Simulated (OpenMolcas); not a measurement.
A calculation on O+.

| Property | Result |
| --- | --- |
| Program | OpenMolcas |
| Method | SS-CASPT2, IPEA 0.25 Eh, imaginary shift 0.1 Eh (closed shells correlated: 1s) |
| Basis | ANO-RCC-VTZP [4s3p2d1f] |
| Scalar Hamiltonian | DKH2, point nucleus |
| Active space | 5 electrons in 4 orbitals (2s 2p) |
| State averaging | 2S+1 = 4 odd, 1 root; 2S+1 = 2 odd, 8 roots kept (CI in the orbitals of an earlier block); 2S+1 = 4 even, 3 roots; 2S+1 = 2 even, 9 roots kept (CI in the orbitals of an earlier block) |
| Spin-orbit coupling | state interaction with AMFI integrals over the reference wave functions, term energies averaged over their components |

Problem. Which level of the active space comes out lowest?

Solution. 2s² 2p³ ⁴S°_3/2, with 100 % of that term; it is also the measured ground level.

Problem. How high does 2s² 2p³ ²D°_3/2 lie?

Solution. 27810 cm⁻¹ above the lowest level; measured 26831 cm⁻¹ above the ground level, so the calculation is off by +4 %.

Problem. How high does 2s 2p⁴ ²D_3/2 lie?

Solution. 169210 cm⁻¹ above the lowest level; measured 165996 cm⁻¹ above the ground level, so the calculation is off by +2 %.

Problem. How high does 2s 2p⁴ ²P_1/2 lie?

Solution. 220700 cm⁻¹ above the lowest level; measured 212762 cm⁻¹ above the ground level, so the calculation is off by +4 %.

Measured values: NIST Handbook of Basic Atomic Spectroscopic Data.

Term energies are means over components that CASPT2 splits; among the terms shown or strongly mixed into the levels shown the widest spread is 200 cm-1 (2s 2p⁴ ²D). Terms from blocks run as CI alone lack orbitals of their own. Measured partners are found by configuration, term and J. A level has none where our copy of the source lacks it or the pairing is in doubt (some pairs that miss far off the trend of their configuration count as doubtful), and it then counts in no deviation. Levels of configurations outside the active space are missing.

° marks odd parity.
